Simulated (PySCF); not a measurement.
**NMR problem set**

One conformer, non-relativistic, one averaged value for each set of equivalent atoms, isolated molecule. Shielding tensors at PBE0/pcSseg-1 (GIAO); B3LYP/pcJ-1 coupling constants; GFN2-xTB structure; PySCF 2.14.0 with density-fitted response routines.

Shifts are taken against calculated references (same method and geometry level): 1H (31.72 ppm), 13C (186.93 ppm) against TMS. Multiplet labels drop J under 1 Hz and among equivalent protons, and merge close values. Unscaled 3J(H,H) run several per cent high. Where no couplings were computed, multiplicities follow the n + 1 count of equivalent neighbours, and m marks all less simple cases (inequivalent or close neighbours, rings, F or P nearby). Shifts are as computed. Against solution values, carbons near 30 ppm lie about +3 ppm off and those near 130 ppm about +5 ppm. Of 1211 compounds with measured shifts, 218 miss one by over three times the rms of a fit or turn the order of signals round; such compounds aren't used in these exercises.

Task: C$_{3}$H$_{2}$N$_{2}$O$_{2}$. 1H NMR (400 MHz, computed): δ 10.32 (s, 1H), 8.55 (s, 1H). 13C{1H} NMR (computed): δ 183.0 (CH), 170.0 (C), 159.8 (CH). What is it?

Result: `O=Cc1nnco1`. Rings plus π bonds: 4 (1 ring in the answer). 3 carbon signals for 3 carbons: no two carbons are equivalent. Carbon types of the structure: 1 × C, 2 × CH, which accounts for all hydrogens. δC 183.0: aldehyde carbonyl carbon; low-lying n→π* states of the double bond to the heteroatom give a large paramagnetic term (-238 ppm). δC 159.8: aromatic CH between two ring heteroatoms. δH 10.32: hydrogen on an aldehyde carbonyl carbon; the C=O anisotropy and electron withdrawal place aldehyde protons far downfield. δH 8.55: hydrogen on an aromatic CH between two ring heteroatoms; the ring current deshields protons in the ring plane.

This is the structure that produced the data.

Task: C$_{7}$H$_{8}$. 1H NMR (400 MHz, computed): δ 7.62 (m, 1H), 5.68 (d, 1H), 5.64 (m, 1H), 5.59 (m, 1H), 3.08 (d, 1H), 1.98 (s, 3H). 13C{1H} NMR (computed): δ 156.8, 143.7, 123.2, 115.8, 94.7, 85.3, 21.3. What is it?

Result: SMILES C=C/C(=C\C#C)C. Rings plus π bonds: 4 (no ring in the answer). 7 carbon signals for 7 carbons: no two carbons are equivalent. Carbon types of the structure: 2 × C, 3 × CH, 1 × CH2, 1 × CH3, which accounts for all hydrogens. δC 156.8: fully substituted alkene carbon; as expected for a trigonal carbon in a double bond. δC 123.2: terminal =CH2 carbon; an sp2 carbon of a C=C bond. δC 94.7: terminal alkyne carbon; the triple bond shields along its axis, which puts it between sp3 and sp2 carbons. δC 85.3: alkyne carbon; sp carbons lie upfield of alkene carbons because the cylindrical π system leaves one tensor component strongly shielded.

The shifts were computed for this structure.
